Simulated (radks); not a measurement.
The numbers below are computed, except where a source is named.
Question: These are the eigenvalues of the occupied orbitals of an atom or ion with whole-number occupations (eV). Level of theory: Dirac Kohn-Sham, PBE, spin-unpolarised, spherical densities, finite nucleus; Fermi nuclear charge, rms radius of each element as measured or else 0.836 A^(1/3) + 0.57 fm (a radial shooting solver on a logarithmic mesh with Libxc functionals).

| orbital | eigenvalue |
|---|---|
| 1s1/2 | -69378.73 |
| 2s1/2 | -11972.71 |
| 2p1/2 | -11451.92 |
| 2p3/2 | -10099.25 |
| 3s1/2 | -2762.546 |
| 3p1/2 | -2530.034 |
| 3p3/2 | -2237.541 |
| 3d3/2 | -1845.169 |
| 3d5/2 | -1781.559 |
| 4s1/2 | -575.3367 |
| 4p1/2 | -478.8029 |
| 4p3/2 | -411.0221 |
| 4d3/2 | -252.2797 |
| 4d5/2 | -239.7897 |
| 5s1/2 | -85.8253 |
| 5p1/2 | -57.2983 |
| 5p3/2 | -47.5241 |
| 4f5/2 | -41.2742 |
| 4f7/2 | -39.0375 |
| 6s1/2 | -12.0452 |
| 5d3/2 | -11.9073 |

Which element is it, and in what charge state? The configuration may be excited. Open shells, if any, fill j = l - 1/2 first.

Answer: Z = 74, tungsten, charge +1: W+ in [Xe] 4f14 5d4 6s1. The list shows which subshells hold electrons but not how many an open one holds; the 1s level, -2549.6 hartree, gives Z - s = 71.4 by -(Z - s)^2/2, which with screening and relativity narrows Z to a few neighbours, and the depths of the outer levels then fix element, charge and occupations together.
